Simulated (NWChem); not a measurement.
System: C₃H₅BN₂; SMILES CB1N=CN=C1

NWChem input:

```
start job
memory heap 200 mb stack 900 mb global 1100 mb
geometry units angstroms noautoz
  C      0.079039    -2.246595    -0.039879
  B     -0.003794    -0.702699    -0.043583
  C      1.178033     0.419828     0.069569
  N      0.633844     1.579132     0.058489
  C     -0.801618     1.310282    -0.040364
  N     -1.231996     0.111641    -0.095550
  H      0.072777    -2.540821     1.030341
  H     -0.796413    -2.727139    -0.499298
  H      1.012290    -2.650158    -0.459632
  H      2.271403     0.340608     0.139800
  H     -1.450079     2.199164    -0.059911
end
basis spherical
  * library 6-31g*
end
dft
  xc xperdew91 perdew91
  iterations 150
  mulliken
end
task dft energy
```

Coordinates come from a PBE0/def2-SVP optimisation.

Task: Give the results of this calculation. (PW91/6-31G* (spherical d).) Quantities: energy (Ha); highest occupied level (eV); orbital gap (eV); dipole (D).

Result: 
```json
{
 "energy (Ha)": "-251.54",
 "highest occupied level (eV)": "-5.74",
 "orbital gap (eV)": "1.67",
 "dipole (D)": "1.78"
}
```
